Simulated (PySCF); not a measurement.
C3H9NSi. Atoms are numbered in the order given.

```xyz
14

N      2.2975     0.3104     0.1664
Si     0.8429    -0.2652    -0.5893
C     -0.7665     0.5146    -0.0320
C     -1.4843    -0.0088     1.2001
C     -2.0642    -0.2643    -0.1580
H      2.7402     1.1540    -0.1845
H      2.4097     0.2431     1.1738
H      0.6973    -1.7256    -0.2998
H      1.0296    -0.0392    -2.0532
H     -0.8572     1.5956    -0.1961
H     -1.0442    -0.8550     1.7391
H     -1.9832     0.7169     1.8490
H     -2.9635     0.2851    -0.4508
H     -2.0211    -1.2847    -0.5535
```

Coordinates come from a B3LYP-D3(BJ)/def2-SVP optimisation. The values are those of a single conformer.

Computed with PBE0/pcSseg-1 run with PySCF.

GIAO shieldings, no solvent; atoms listed in one row are averaged. δ = σ(ref) − σ: ¹⁵N against NH3 (σ = 267.4 ppm); ²⁹Si against TMS (σ = 352.7 ppm); ¹³C against TMS (σ = 186.3 ppm); ¹H against TMS (σ = 31.56 ppm), references at their B3LYP-D3(BJ)/def2-TZVP geometries, non-relativistic.

**Question.** Estimate the chemical shifts. (The exact figures need the calculation; the answer reports its results.)

**Answer.** 
| nucleus | atoms | count | δ (ppm) |
|---|---|---|---|
| ¹⁵N | N1 | 1 | 14.2 |
| ²⁹Si | Si2 | 1 | -17.7 |
| ¹³C | C4 | 1 | 6.2 |
| ¹³C | C5 | 1 | 3.2 |
| ¹³C | C3 | 1 | 1.7 |
| ¹H | H9 | 1 | 5.08 |
| ¹H | H8 | 1 | 4.01 |
| ¹H | H12 | 1 | 0.90 |
| ¹H | H13 | 1 | 0.79 |
| ¹H | H6 | 1 | 0.72 |
| ¹H | H11 | 1 | 0.52 |
| ¹H | H7 | 1 | 0.51 |
| ¹H | H14 | 1 | 0.44 |
| ¹H | H10 | 1 | -0.16 |
